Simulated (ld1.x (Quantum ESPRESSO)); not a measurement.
# Pseudopotential generation for gallium (Ga): RRKJ, PBEsol, scalar-relativistic.

* Element: Ga
* Generator: ld1.x (Quantum ESPRESSO) 7.5
* Type: norm-conserving RRKJ (Kleinman–Bylander form)
* Functional: PBEsol
* Relativity: scalar-relativistic
* Frozen core: [Ar]
* Valence charge: 13
* Reference configuration: 3d10 4s2 4p1
* Partial waves: 4p (bound): rc 2.45 bohr; 3d (bound): rc 1.25 bohr; 4f channel at 0.45 Ry: rc 2.00 bohr; 4s (bound): rc 1.95 bohr
* Local potential: the s channel
* Core correction: Bessel-smoothed model core inside 0.90 bohr

Poles of the logarithmic derivatives, all-electron (AE) and pseudo (PS). s: poles at 0.4 (AE) and 0.4 (PS) Ry. p: poles at 1.5 (AE) and 1.5 (PS) Ry. d: poles at -1.4, 3.4 (AE) and -1.4, 4.2 (PS) Ry. f: poles at 4.7 (AE) and 4.7 (PS) Ry. Test radius 2.64 bohr.

- Cutoffs needed: 160 Ry and 200 Ry (the cutoffs (Ry, on a coarse ladder) from which the occupation-weighted sum of valence levels, in a spherical-Bessel basis at the reference potential, stays within 10 and 1 mRy of its value at 400 Ry)
- Ghost test: no extra level below or beside the all-electron valence levels (p, d, f, s tested) (spherical-Bessel basis up to 400 Ry, 20 bohr box)
- Largest excitation error: -528 meV (all-electron minus pseudo) for 3d9 4s2 4p2, out of 7 test configurations
